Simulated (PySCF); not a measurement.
Ge(H)(OMe) (CH₄GeO), SMILES C[O][GeH] (connectivity only; charge and spin as stated), neutral, multiplicity 1. Atoms are numbered in the order given.

```xyz
7

Ge    -0.0121     0.8078     0.0000
H     -1.5792     0.4325     0.0000
O      0.5667    -0.8667     0.0000
C     -0.2192    -2.0439     0.0000
H      0.0189    -2.6371     0.8878
H      0.0189    -2.6371    -0.8878
H     -1.2900    -1.8113     0.0000
```

Geometry: ωB97X-D3(BJ)/def2-TZVP.

These are HF/pcSseg-1 (PySCF) values and carry that method's errors.

GIAO shieldings, no solvent; atoms alike by connectivity are averaged. δ = σ(ref) − σ: ⁷³Ge against GeH4 (σ = 1776.1 ppm); ¹H against TMS (σ = 31.99 ppm); ¹⁷O against H2O (σ = 333.0 ppm); ¹³C against TMS (σ = 192.6 ppm), references at their B3LYP-D3(BJ)/def2-TZVP geometries, non-relativistic.

```json
[
 {"nucleus": "⁷³Ge", "atoms": "Ge1", "count": "1", "δ (ppm)": "1057.1"},
 {"nucleus": "¹H", "atoms": "H2", "count": "1", "δ (ppm)": "8.49"},
 {"nucleus": "¹H", "atoms": "H5, H6, H7", "count": "3", "δ (ppm)": "4.35"},
 {"nucleus": "¹⁷O", "atoms": "O3", "count": "1", "δ (ppm)": "199.9"},
 {"nucleus": "¹³C", "atoms": "C4", "count": "1", "δ (ppm)": "66.0"}
]
```
